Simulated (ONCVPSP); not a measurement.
Configuration tests for Kr (Z = 36) (ONCV)

```
Element                 : krypton (Kr)
Generator               : ONCVPSP 4.0.1
Type                    : optimised norm-conserving Vanderbilt (ONCV)
Functional              : PBEsol
Relativity              : scalar-relativistic
Frozen core             : [Ar]
Valence charge          : 18
Reference configuration : 3d10 4s2 4p4.5 (charge +1.5)
Partial waves           : 4s: rc 1.45 bohr, ncon 3, nbas 6, qcut 4.5 1/bohr, 2 projectors, debl 3.2 Ha; 4p: rc 1.50 bohr, ncon 4, nbas 7, qcut 5.9 1/bohr, 1 projector; 3d: rc 0.80 bohr, ncon 4, nbas 9, qcut 21.2 1/bohr, 2 projectors, debl 3.3 Ha; f scattering state at 0.1 Ha: rc 1.60 bohr, ncon 4, nbas 8, qcut 6.3 1/bohr, 2 projectors, debl 3.9 Ha
Local potential         : polynomial inside 0.50 bohr (lpopt 5, dvloc0 3 Ha)
Core correction         : Teter function, fcfact 4.25, rcfact 1.5
```

In the d channel the program set the typed energies aside and used -3.670, 0.250 Ha.

Energies are relative to the spin-unpolarised reference configuration 3d10 4s2 4p4.5; without spin polarisation the order of configurations can differ from experiment.

```tsv
valence configuration	charge	ΔE all-electron (eV)	error AE − PS (meV)
3d10 4s2 4p6	0	-25.442	+9.8
3d10 4s2 4p5	+1	-11.158	+2.9
```

Task: What are ΔE and the potential's error for 3d10 4s1 4p6?

Result: ΔE = 3.352 eV all-electron; the error (AE − PS) is -3.9 meV.

Task: What are ΔE and the potential's error for 3d10 4s2 4p4?

Result: ΔE = 14.019 eV all-electron; the error (AE − PS) is -1.6 meV.

Note: ghosts flagged at negative energy: s at -508.7 eV, p at -199.3 eV, f at -52.7 eV; no localised positive-energy state flagged. A true bound ghost makes a file unfit for plane-wave use.
